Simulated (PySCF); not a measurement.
Gas-phase reaction: 5 GeO₂ + 2 GeH₂ = Ge(OH)₄ + 6 GeO

Energies from PySCF, thermal terms from the rigid-rotor harmonic-oscillator model, ideal gas at 1 bar. † marks an energy on the PBE0/def2-TZVP geometry and frequencies; other levels use their own. CCSD(T) freezes the core. All species are closed-shell singlets. B3LYP is the form with VWN-RPA correlation. Ge: all electrons, no relativistic terms. GeO₂, GeH₂, Ge(OH)₄: computed as isolated molecules; such fragments, hydroxides, amides, oligomers or adducts are transient or little studied in the gas. CCSD(T) isn't extrapolated to the basis-set limit. Warning, large T1 diagnostic: GeO, GeO₂ (CCSD(T)/def2-SVP†).

```csv
level,"ΔH°(298 K), kJ"
B3LYP/def2-TZVP†,-1239
CCSD(T)/def2-SVP†,-1324
M06-2X/def2-TZVP†,-1272
PBE/def2-TZVP†,…
PBE0/def2-QZVP†,…
PBE0/def2-TZVP,…
```

Q: Fill in the missing entries.

A: 
- PBE/def2-TZVP†, ΔH°(298 K), kJ: -1119
- PBE0/def2-QZVP†, ΔH°(298 K), kJ: -1242
- PBE0/def2-TZVP, ΔH°(298 K), kJ: -1216
